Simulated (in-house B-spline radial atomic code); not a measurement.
**RPA and G0W0 on LDA exchange-only: Xe IV (Xe3+)**

Configuration [Kr] 4d10 5s2 5p3, highest spin, mean-field start LDA exchange-only. Computed with a B-spline radial code for spherical atoms: all electrons, non-relativistic, point nucleus, each spin shell either full or empty, empty states to l = 9 with an (l + 1/2)⁻⁴ tail; G0W0 by contour deformation at full frequency.

Without relativity these are model numbers: it shifts the levels of so heavy an element strongly and can reorder them.

Command:
```bash
python run_gw.py task.json out
```
Settings (radii: box in bohr, nucleus in fm):
```
Z                        54
electrons                51
configuration            [Kr] 4d10 5s2 5p3
hamiltonian              nr
method                   lda,
lmax                     9
spin_polarised           True
box_radius               14.14
intervals                53
```

Time taken, with all properties: 6.7 s on 1 thread of Intel(R) Xeon(R) Platinum 8375C CPU @ 2.90GHz, on a shared host.

Energies (hartree):

| term | value |
| --- | --- |
| mean-field total | -7221.45105 |
| Hartree-Fock functional on these orbitals | -7229.85754 |
| direct second order | -4.5726 |
| second-order exchange | 1.2497 |
| SOSEX correction | 1.1594 |

(1) What is the RPA correlation energy, and what remains with SOSEX?

Quasi-particle levels (eV):

```
  level  occupied  mean field  Σx - vxc     Σc  QP weight    G0W0
  5p up       yes      -36.86     -6.15      ?          ?       ?
5s down       yes      -44.88     -4.41  -2.58      0.931  -51.88
5p down        no      -33.54      5.25  -2.73      0.933  -31.02
```

G0W0 = mean field + (Σx - vxc) + Σc, with Σc (partial-wave tail included) taken at the quasi-particle energy. Only the outer levels were computed. Levels of low weight are left out.

(2) Where does G0W0 put 5p up?

Answers

(1) RPA gives -3.9892 hartree (-2.13 eV per electron); RPA + SOSEX gives -2.8298, and the second-order doubles -3.3229 hartree (no singles). RPA lacks exchange-type terms and so overcorrelates at short range.

(2) At -43.44 eV, with Σc = -0.43 eV and a quasi-particle weight of 0.923. The tabulated removal energy is 42.2 ± 0.2 eV (NIST, measured); the calculation leaves out relativity, Breit and QED terms, and what these don't explain is the method's own error.
